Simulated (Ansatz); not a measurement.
Relaxation of GaH$_{4}$NO (7 atoms, charge 0, multiplicity 1), to a largest force component of 0.02 eV/Å in at most 40 steps.

Method: Ansatz 0.2.0, RKS r2SCAN-D4/def2-SVP.

```xyz
7
Properties=species:S:1:pos:R:3:forces:R:3
Ga 0.000 0.000 0.000 1.82 -0.11 -0.49
H 0.000 0.000 1.570 -0.10 0.00 -0.10
N 1.671 0.000 -0.965 -0.57 0.18 0.31
H 2.138 -0.918 -1.217 -0.54 1.95 0.21
H 2.123 0.918 -1.243 -0.44 -1.98 0.24
O -1.550 0.000 -0.895 -0.90 -1.79 0.15
H -2.060 -0.847 -0.686 0.74 1.75 -0.32
```

Question: Where does it end, and by what steps?

Answer: The forces met the threshold. After 11 steps the energy has fallen by 0.985 eV; H4 moved furthest, 1.04 Å.

| step | energy less start (eV) | largest force component (eV/Å) | accepted |
| --- | --- | --- | --- |
| 0 | 0.0000 | 1.977 | yes |
| 1 | -0.2428 | 2.211 | yes |
| 2 | -0.3376 | 2.539 | yes |
| 3 | -0.5813 | 1.093 | yes |
| 4 | -0.6688 | 0.549 | yes |
| 5 | -0.7287 | 1.053 | yes |
| 6 | -0.8462 | 0.452 | yes |
| 7 | -0.9324 | 0.294 | yes |
| 8 | -0.9753 | 0.191 | yes |
| 9 | -0.9843 | 0.130 | yes |
| 10 | -0.9847 | 0.035 | yes |
| 11 | -0.9848 | 0.004 | yes |

```xyz
7
Properties=species:S:1:pos:R:3
Ga 0.060 -0.014 -0.001
H -0.099 0.472 1.462
N 1.598 0.042 -0.937
H 1.670 -0.284 -1.895
H 2.481 0.394 -0.586
O -1.273 -0.705 -0.974
H -2.114 -0.751 -0.505
```

Run time: 27 s on 2 threads of Arm Neoverse V1 (shared host), peak memory 0.12 GiB.
